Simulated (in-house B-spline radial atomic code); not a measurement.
# Excitations of Zn XXI (Zn20+) by several methods

Full response, energies in eV; labels give the largest channel, * marks a mixed state, a dash one above the method's threshold, and an imaginary frequency an unstable closed-shell reference. Computed with a B-spline radial code for spherical atoms: linear response of the closed shell [He] 2s2 2p6 with each method's own kernel (bare exchange for TDHF, static screening on G0W0 levels for BSE, the adiabatic kernel for functionals); scalar-relativistic (spin-free one-electron X2C), finite nucleus, no spin-orbit coupling, no double excitations, S, P, D and F terms only. Only terms of natural parity with L up to 3 were computed.

Spin-orbit coupling is strong here, so these LS terms don't match observed levels.

```csv
method,2p → 3s 3P,2p → 3s 1P,2p → 3p 3S,α (bohr³)
TDHF,1060.71,1064.82,1097.48,0.002825
PBE,?,?,?,?
CAM-B3LYP,?,?,?,?
BLYP,1030.62,1036.17,1071.15,0.002861
PBEsol,1040.20,1043.89,1080.49,0.002864
wB97X,1049.10,1052.59,1089.41,0.002847
```

Task: What does PBE give?

Result: 2p → 3s 3P: 1039.58; 2p → 3s 1P: 1043.31; 2p → 3p 3S: 1080.24; α: 0.002862 (eV, bohr³).

Task: What does CAM-B3LYP give?

Result: 2p → 3s 3P: 1036.77; 2p → 3s 1P: 1042.03; 2p → 3p 3S: 1076.70; α: 0.002853 (eV, bohr³).
